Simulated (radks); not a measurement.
Values are calculated unless marked as measured or tabulated.
Polarisability of neutral indium, [Kr] 4d10 5s2 5p1, at imaginary frequency. Level of theory: non-relativistic Kohn-Sham, LDA (Slater exchange, VWN5 correlation), spin-unpolarised, spherical densities, point nucleus; relativity is left out, which matters for an element this heavy (a radial shooting solver on a logarithmic mesh with Libxc functionals). Response by self-consistent Sternheimer equations with the Hartree and adiabatic LDA kernel.

w (hartree)  alpha1(iw) (bohr^3)
0.00266                    77.01
0.0143                     76.24
0.0360                     72.37
0.0697                     63.15
0.118                      49.83
0.186                      35.96
0.280                      24.13
0.413                      15.42
0.605                      9.648
0.892                      5.993
1.35                       3.648
2.12                       2.068
3.59                      0.9913
6.94                      0.3503
17.5                     0.07639

Static values: alpha1 = 77.03 bohr^3 (11.42 angstrom^3; uncoupled 115.7). C6 = 799.3, triple-dipole C9 = 42220 atomic units. One-pole (London) frequency 4 C6 / (3 alpha1^2) = 0.180 hartree, against 0.102 for minus the highest occupied eigenvalue. The dipole shielding factor is 1.000, as the force sum rule N/Z = 1.000 demands. Recommended static value: 65 bohr^3 (Schwerdtfeger and Nagle, 2023 table).

Beside tabulated values, note that spin-unpolarised runs miss the spin-polarisation part of the exchange energy of open shells.
